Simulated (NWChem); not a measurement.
Species: SeF3 cation; SMILES [Se+](F)(F)F

```xyz
4

Se     0.0000     0.0000     0.3521
F     -1.4074     0.3470    -0.4789
F      1.0042     1.0453    -0.4789
F      0.4032    -1.3924    -0.4789
```
Atoms are numbered in this order, from 1.

All runs: NWChem. Pople sets run with spherical d functions. All runs use the structure optimised with PBE0/def2-SVP. GIAO values for the isolated, static molecule; σ is the absolute isotropic shielding, δ = σ(reference) − σ with the isolated reference molecule computed at the same levels (19F: trichlorofluoromethane). Spin-orbit effects, on the heavy nuclei and on their neighbours, are missing.

```json
[
 {"level": "LDA (Slater exchange, VWN5)/pcSseg-1", "σ Se1 (ppm)": "194.2", "δ F2 (ppm)": "104.7"},
 {"level": "KT2/pcSseg-1", "σ Se1 (ppm)": "362.6", "δ F2 (ppm)": "80.9"},
 {"level": "B3LYP/6-31G*", "σ Se1 (ppm)": "(withheld)", "δ F2 (ppm)": "(withheld)"}
]
```

Task: Some entries are withheld; supply them.

Result: 
- B3LYP/6-31G*, σ Se1 (ppm): 648.9
- B3LYP/6-31G*, δ F2 (ppm): 95.7
